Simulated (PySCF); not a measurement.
## Magnesium: a sound run and one with changed settings

Sound run: Mg²⁺ [Ne], Mg³⁺ [He] 2s2 2p5. Computed with PySCF 2.14 in aug-cc-pVDZ-DK (5s4p2d, 27 functions), with scalar relativity by spin-free X2C-1e. In the sound run the correlated levels freeze [He] 2s2. The sound run starts from symmetry-adapted Hartree-Fock orbitals and uses a fine grid where one is needed.

Changed run: all electrons correlated in a basis built for the valence shell.

| species | method | sound run (hartree) | changed run (hartree) | converged |
| --- | --- | --- | --- | --- |
| Mg²⁺ | MP2 | -199.13079 | -199.13161 | yes |
| Mg²⁺ | CCSD(T) | -199.13077 | -199.13161 | yes |
| Mg³⁺ | MP2 | -196.15207 | -196.15267 | yes |
| Mg³⁺ | CCSD(T) | -196.15209 | -196.15278 | yes |

Ionisation energy of Mg²⁺:

| method | sound run (eV) | changed run (eV) |
| --- | --- | --- |
| UHF | 81.017 | 81.017 |
| MP2 | 81.055 | 81.061 |
| SCS-MP2 | 81.053 | 81.057 |
| CCSD | 81.053 | 81.057 |
| CCSD(T) | 81.054 | 81.058 |

A valence basis has no tight correlating functions, so it recovers only part of the core correlation, and not evenly between atom and ion.

For comparison, NIST gives 80.144 eV between the lowest levels.
